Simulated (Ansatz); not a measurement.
Computed with Ansatz on PBE0-D4/def2-TZVP structures; ΔE is electronic, products minus reactants. CBS: MP2 limit from def2 TZ/QZ plus the TZ coupled-cluster correction, frozen cores. This one scheme is used for every species. Functionals use def2-TZVPP. Each species was taken in one conformer, which may not be the lowest.

Consider the ligand exchange at the Si–F bond: `C[Si](C)(C)F` + `OBF` → `C[Si](C)(C)OBF` + H–F.

| level | ΔE (eV) |
| --- | --- |
| BHLYP-D4 | 0.46 |
| revPBE | 0.59 |

(1) What does CCSD(T)/CBS give? (Estimate.)

Largest T1 diagnostic among the species: 0.013.

Answers

(1) The calculation gave: +0.42 eV. The listed levels differ from it by 0.04, 0.17 eV.

In def2-TZVPP, CCSD(T) changes the Hartree–Fock value by −0.12 eV (the triples alone add −0.02 eV) and MP2 by −0.15 eV. At CCSD(T), def2-SVP lies +0.09 eV from the extrapolated value and def2-TZVPP +0.02 eV.
